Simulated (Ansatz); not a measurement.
Reaction (homolysis of the C–Si bond): `CO[SiH2]CN` → `[CH2]N`• + `CO[SiH2]`•

Calculated with Ansatz (gas phase, PBE0-D4/def2-TZVP geometries, no zero-point term in ΔE). CCSD(T)/CBS is the MP2 limit (def2-TZVPP, def2-QZVPP) plus CCSD(T) − MP2 in def2-TZVPP, frozen cores. DFT in def2-TZVPP. No spin–orbit coupling; open shells (•) take unrestricted orbitals. Each species was taken in one conformer, which may not be the lowest.

```tsv
level	ΔE (kcal/mol)
ωB97M-V	82.7
MP2/def2-TZVPP	84.1
HF/def2-QZVPP	57.8
MP2/CBS(def2)	86.0
```

Q: What does CCSD(T)/CBS give? (Estimate.)

A: Ansatz gave: +83.0 kcal/mol. The listed levels differ from it by -0.3, 1.1, -25.2, 3.0 kcal/mol.

Largest T1 diagnostic among the species: 0.016.

In def2-TZVPP, CCSD(T) changes the Hartree–Fock value by +22.9 kcal/mol (the triples alone add +1.6 kcal/mol) and MP2 by +25.9 kcal/mol; breaking electron pairs costs correlation energy, which Hartree–Fock lacks. The D4 term adds +3.7 kcal/mol with B3LYP and +2.1 kcal/mol with PBE0; it sums over pairs of atoms, weighted by their polarisabilities, and B3LYP, whose exchange is more repulsive, gets the larger term.

B3LYP here is the variant with VWN-RPA as its local correlation; programs differ in this.
